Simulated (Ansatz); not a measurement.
The cluster Ru₅⁺ was relaxed with PBE-D4 (def2-SVP) in Ansatz in these states: charge +1 doublet, charge +1 quartet, charge +1 sextet. The geometries follow in no particular order.

In the def2 sets Ru takes a core potential; there is no spin–orbit coupling.

A:

```xyz
5

Ru    0.768   -0.571   -1.217
Ru   -1.539    0.303   -0.620
Ru    0.275    1.660   -0.113
Ru   -0.659   -1.375    0.722
Ru    1.155   -0.017    1.229
```

B:

```xyz
5

Ru    0.715    0.437    1.289
Ru    0.871   -1.313   -0.496
Ru    0.782    0.852   -1.180
Ru   -1.139   -1.070    0.536
Ru   -1.228    1.095   -0.148
```

C:

Cartesian coordinates in Å:
```
Ru 0.3749 0.1327 -1.4878
Ru 0.4295 -1.5720 0.3640
Ru -1.6009 -0.4796 -0.0452
Ru 1.4123 0.4128 0.7937
Ru -0.6158 1.5061 0.3753
```

Q: Judge from the bond lengths which geometry belongs to which state (an estimate).

A: A is the charge +1 sextet (Ru2–Ru5 3.283 Å, Ru3–Ru4 3.283 Å, Ru4–Ru5 2.322 Å); B is the charge +1 doublet (Ru2–Ru5 3.214 Å, Ru3–Ru4 3.214 Å, Ru4–Ru5 2.272 Å); C is the charge +1 quartet (Ru2–Ru5 3.251 Å, Ru3–Ru4 3.253 Å, Ru4–Ru5 2.342 Å).
